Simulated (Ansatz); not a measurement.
Gas-phase electronic energies from Ansatz, PBE0-D4/def2-TZVP geometries. CBS: MP2 limit from def2 TZ/QZ plus the TZ coupled-cluster correction, frozen cores. This one scheme is used for every species. Functionals use def2-TZVPP. Elements past krypton have def2 core potentials. For In outer-core shells are correlated without core-valence functions, which leaves a few kJ/mol of doubt a bond. One conformer a species, not always the lowest.

Consider the formal hydrolysis of the In–Si bond: `[SiH3][CH2][InH][SiH3]` + H₂O → `[OH][InH][CH2][SiH3]` + SiH₄.

`[SiH3][CH2][InH][SiH3]`:

Z-matrix (Å, degrees):
```
Si
C 1 1.859
H 1 1.491 2 110.0
H 1 1.490 2 113.5 3 120.9
H 1 1.492 2 110.5 3 -118.2
In 2 2.167 1 111.8 3 59.9
H 2 1.093 1 110.5 3 -178.5
H 2 1.094 1 108.9 3 -59.2
Si 6 2.575 2 119.3 1 -74.3
H 6 1.731 2 117.7 1 104.3
H 9 1.491 6 109.8 2 104.3
H 9 1.489 6 112.1 2 -15.2
H 9 1.490 6 111.8 2 -136.5
```

H₂O:

Cartesian coordinates in Å:
```
O -0.024 0.329 0.207
H -0.640 -0.407 0.206
H 0.665 0.078 -0.412
```

`[OH][InH][CH2][SiH3]`:

Cartesian coordinates in Å:
```
O 1.188 1.844 -1.452
In -0.501 1.664 -0.407
C -0.997 -0.376 0.072
Si 0.453 -1.326 0.749
H 1.630 1.006 -1.606
H -1.243 3.167 -0.087
H -1.337 -0.843 -0.859
H -1.837 -0.382 0.771
H 0.115 -2.737 1.086
H 1.558 -1.345 -0.250
H 0.971 -0.672 1.983
```

SiH₄:

```xyz
5

Si    0.000    0.000    0.000
H     1.449    0.262    0.191
H    -0.453    0.625   -1.268
H    -0.762    0.577    1.136
H    -0.234   -1.465   -0.059
```

```csv
level,ΔE (kJ/mol)
PBE0-D4,2.0
BHLYP-D4,-10.4
BHLYP,-16.1
LC-ωPBE,-11.5
```

(1) What does CCSD(T)/CBS give? (Best estimate.)

(2) What do rigid-rotor, harmonic-oscillator terms from PBE0-D4/def2-TZVP frequencies (298.15 K, 1 bar) make of the CCSD(T)/CBS value? (Estimate.)

Largest T1 diagnostic among the species: 0.015.

Answers

(1) Computed: -13.0 kJ/mol. The listed levels differ from it by 15.0, 2.6, -3.1, 1.5 kJ/mol.

(2) Computed: ΔZPE = -2.9 kJ/mol, ΔH = -19.5 kJ/mol, ΔS = -28 J/(mol·K), ΔG = -11.0 kJ/mol. Modes under 50 cm⁻¹ make the entropy rough.

Leaving LDA and LC-ωPBE aside and taking each functional with its dispersion term where it has one, the values, not all of them listed here, spread over 22.1 kJ/mol, from BLYP-D4 to HSE06-D4. LDA lies +4.5 kJ/mol from PBE without D4. The D4 term adds +4.0 kJ/mol with B3LYP and +2.5 kJ/mol with PBE0; it sums over pairs of atoms, weighted by their polarisabilities, and B3LYP, whose exchange is more repulsive, gets the larger term.

CCSD(T)/CBS has its own doubt, a few kJ/mol and more with outer-core shells, so smaller differences from it don't rank the levels.

B3LYP here is the variant with VWN-RPA as its local correlation; programs differ in this.
